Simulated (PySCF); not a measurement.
Input of a run (PBE0-D3(BJ)/def2-SVP geometry optimisation, gas phase (PySCF 2.14.0)), started from GFN2-xTB:
```
{"job": {"xc": "PBE0", "basis": "def2-SVP", "d3": "d3bj", "grid": 1, "shake": 0.01, "kind": "geom"}, "charge": 0, "multiplicity": 1}
Si     2.703570    -0.605300    -0.141090
C      1.341170    -0.127470     1.143070
C     -0.018400    -0.100250     0.502280
C     -0.748080    -1.242610     0.462160
C     -2.019690    -1.259660    -0.165050
C     -2.498170    -0.093740    -0.752990
C     -1.724820     1.053880    -0.719560
C     -0.480150     1.062680    -0.101050
S      0.481530     2.542320    -0.032980
H      3.970730    -0.633340     0.552100
H      2.339890    -1.893400    -0.697660
H      2.714190     0.421210    -1.202650
H      1.333030    -0.843780     1.944570
H      1.561220     0.853890     1.585400
H     -0.411350    -2.156160     0.931720
H     -2.606280    -2.143520    -0.165590
H     -3.454940    -0.079970    -1.241080
H     -2.115280     1.965060    -1.177610
H     -0.398890     3.287220    -0.703240
```

Output (energies in Eh, forces in Eh/bohr):
```
step   0  E = -959.46186118  max force = 0.052626
step   1  E = -959.46970510  max force = 0.006444
step   2  E = -959.46989728  max force = 0.001665
step   3  E = -959.46987992  max force = 0.002721
step   4  E = -959.46994759  max force = 0.000861
step   5  E = -959.46993961  max force = 0.000907
step   6  E = -959.46995331  max force = 0.000329
optimisation converged
```

Task: Summarise the run.

Result: The energy falls by 5.1 kcal/mol over 7 energy and gradient evaluations, the largest force component goes from 0.0526 to 3.3e-04 Eh/bohr, and the atoms move by 0.049 Å rms after alignment. The bond that changes most is Si1–H10 (SiH3 silicon to Si–H hydrogen), which lengthens by 0.052 Å. Bonds longer at the end by more than 0.005 Å: 12 of 19; shorter: 2. Among the angles that change most is H10–Si1–H11, from 112.8° to 108.7°. The energy rose by more than 1e-6 Eh at steps 3 and 5. The first step brought 97 % of the lowering.

Task: What are the final bond lengths?

Result: Si1–C2 1.900 Å, C2–C3 1.499 Å, C3–C4 1.400 Å, C4–C5 1.391 Å, C5–C6 1.394 Å, C6–C7 1.391 Å, C7–C8 1.400 Å, C8–S9 1.771 Å, C3–C8 1.410 Å, Si1–H10 1.497 Å, Si1–H11 1.495 Å, Si1–H12 1.492 Å, C2–H13 1.102 Å, C2–H14 1.103 Å, C4–H15 1.094 Å, C5–H16 1.092 Å, C6–H17 1.092 Å, C7–H18 1.093 Å, S9–H19 1.349 Å. Numbering counts from 1 in the input's order; the species is `[SiH3]Cc1ccccc1S`.

The run used 184 basis functions and 47 SCF cycles in all. Hardware: one thread of an Arm Neoverse V1, no GPU, shared host with 32 logical CPUs at a one-minute load of 11. Cost: 2.1 min of wall time, 0.87 GiB resident at most.

Not checked by PBE0-D3(BJ)/def2-SVP frequencies. The numbers are those of one conformer.

The values belong to the conformer `[SiH3:1][CH2:2][c:3]1[cH:4][cH:5][cH:6][cH:7][c:8]1[SH:9]`: Si1–C2–C3–C4 89°, H–S9–C8–C7 1°.
